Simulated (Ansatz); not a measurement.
Species: sum formula ZrOF2, net charge -1, doublet state. The spin state was set by rule; other spins were not relaxed. 
Structure (B3LYP-D3(BJ)/def2-TZVP (Ansatz, an electronic-structure program) minimum search):
```
Zr
O 1 1.7912
F 1 1.9976 2 112.99
F 1 1.9976 2 112.99 3 138.19
```
Charge -1, spin multiplicity 2.

Basis-set convergence of Hartree-Fock and MP2 correlation energies (hartree) with Ansatz. Correlated levels leave the core frozen unless marked. Open shells are spin-unrestricted. Spin-orbit coupling is left out. Frozen are the shells of the preceding noble gas and the d and f shells that filled before the atom's block. Past Kr the def2 sets carry scalar-relativistic core potentials. This anion needs diffuse functions, which these sets lack.

| basis | functions | E(HF) | E(corr, MP2) |
|---|---|---|---|
| def2-SVP | 73 | -320.26856 | -0.68127 |
| def2-TZVPP | 149 | (withheld) | (withheld) |

Problem. What belongs in the gaps?

Solution. 
- def2-TZVPP, E(HF): -320.63434
- def2-TZVPP, E(corr, MP2): -0.88229
